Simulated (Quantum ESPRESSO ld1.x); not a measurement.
Values are calculated unless marked as measured or tabulated.
Question: The aim is neutral neodymium in [Xe] 4f4 6s2. This ld1.x (Quantum ESPRESSO 7.5) run was made with `OMP_NUM_THREADS=1 ld1.x < ld1.in > ld1.out`. Can the result be used? Name any fault.

```
 &input
    zed=60.0,
    iswitch=1,
    rel=0,
    dft='PBE',
    config='[Xe] 4f4 6s2',
    relativistic=1,
    prefix='ld1',
    max_out_wfc=37,
    file_charge='ld1.rho',
 /
```

Output (excerpt):

```
     Program LD1 v.7.5 starts

 %%%%%%%%%%%%%%%%%%%%%%%%%%%%%%%%%%%%%%%%%%%%%%%%%%%%%%%%%%%%%%%%%%%%%%%%%%%%%%
     Error in routine ld1_readin (5010):
     reading input namelist
 %%%%%%%%%%%%%%%%%%%%%%%%%%%%%%%%%%%%%%%%%%%%%%%%%%%%%%%%%%%%%%%%%%%%%%%%%%%%%%

     stopping ...
```

Answer: No (refused). The line at issue: relativistic=1. The program stops in ld1_readin with "reading input namelist": the namelist holds a keyword that &input does not know. The sound input gives -9286.394 hartree.
